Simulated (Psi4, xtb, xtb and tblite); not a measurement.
Conformational energy of C8H5NO, SMILES N#Cc1ccccc1C=O, singlet. Scanned: dihedral C3–C8–C9–O10; all other coordinates were relaxed at GFN2-xTB. Points at φ and −φ are mirror images. Heavy atoms are numbered in the order of the SMILES N#Cc1ccccc1C=O, hydrogens after them in the order of the atoms that carry them; the mirror image has the same energies with the sign of each dihedral reversed.

- PBE0-D3(BJ)/def2-SVP // GFN2-xTB (Psi4)
- GFN2-xTB (xtb and tblite)
- GFN1-xTB // GFN2-xTB (xtb)
- PBE-D3(BJ)/def2-SVP // GFN2-xTB (Psi4)

Energies relative to the lowest point of each profile, in kJ/mol:

```
φ / °  PBE0-D3(BJ)/def2-SVP  GFN2-xTB  GFN1-xTB
-----  --------------------  --------  --------
-160                    3.6       1.9       2.2
-140                   13.4       7.3       8.5
-80                    39.2      22.0      24.7
-60                    32.0      18.3      21.3
-40                    21.3      12.8      15.5
0                       9.9       6.7       9.0
20                     13.0       8.3      10.7
40                     21.3      12.8      15.5
60                     32.0      18.3      21.3
80                     39.2      22.0      24.7
100                    37.3      20.8      23.3
160                     3.6       1.9       2.2
```

Q: Predict the corresponding PBE-D3(BJ)/def2-SVP column.

A: -160: 3.8; -140: 14.1; -80: 41.2; -60: 33.1; -40: 21.2; 0: 8.2; 20: 11.7; 40: 21.2; 60: 33.1; 80: 41.2; 100: 39.3; 160: 3.8 (kJ/mol).
